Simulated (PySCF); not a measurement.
NMR data simulated for an unnamed compound:

1H NMR (400 MHz, computed): δ 4.70 (br, 1H), 3.89 (s, 3H), 3.11 (s, 1H).

13C{1H} NMR (computed): δ 111.5 (CH), 93.2 (C), 58.3 (CH3).

Method: J couplings at B3LYP/pcJ-1 (spin–dipole term only in couplings to heteroatoms), structure optimised with PBE0-D3(BJ)/def2-SVP, shielding tensors at CAM-B3LYP/pcSseg-2 (GIAO), in PySCF 2.14.0 with density-fitted response routines (non-relativistic Hamiltonian, averaged over atoms made equivalent by symmetry, fast rotation or ring inversion, a single conformation, no solvent model).

Scale: 1H (31.34 ppm) and 13C (182.55 ppm) vs TMS (reference shieldings calculated alike).

**Question.** Which of these does the molecule contain: a C≡C triple bond, a Si–CH3 group, a vinyl group CH=CH2, a heteroaromatic ring?

**Answer.** 
- A C≡C triple bond: yes (δC 111.5, 93.2; δH 3.11 (s)).
- A Si–CH3 group: no.
- A vinyl group CH=CH2: no.
- A heteroaromatic ring: no.

The data belong to `InChI=1S/C3H5BO/c1-3-4-5-2/h1,4H,2H3`; they needn't prove each group on their own.

Carbon signals by region: 1 in the sp2 and nitrile region (100–160 ppm), 2 at 50–100 ppm.

Hydrogens on boron are broadened and split by 11B (spin 3/2, 80 %) and 10B (spin 3). A carbon bonded to boron is broadened by the quadrupolar boron nucleus and is often missing from a measured spectrum. Shifts are as computed, not scaled to solution data. Of 1211 compounds with measured shifts, 218 miss one by over three times the rms of a fit or turn the order of signals round; such compounds aren't used in these exercises.
